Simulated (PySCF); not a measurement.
ZnF, SMILES [F][Zn+], charge +1.

Coordinates come from a B3LYP-D3(BJ)/def2-TZVPD optimisation. The spin state was assumed, not searched.

Computed with PySCF 2.14.0 with C-PCM-PBE0/def2-TZVPD.

The values are the electrostatic part of the solvation free energy, E(continuum) − E(gas) at the gas-phase geometry, in a cavity of scaled van der Waals radii (PySCF's table); cavitation and dispersion terms are not included. A continuum can't describe solvent molecules that bind to the metal. In vacuum the orbital gap is 5.16 eV.

```tsv
solvent	ε	ΔG(elec) (kcal/mol)	gap (eV)
water	78.36	-137.6	7.81
acetonitrile	35.69	-135.3	7.76
chlorobenzene	5.70	-113.3	7.26
```
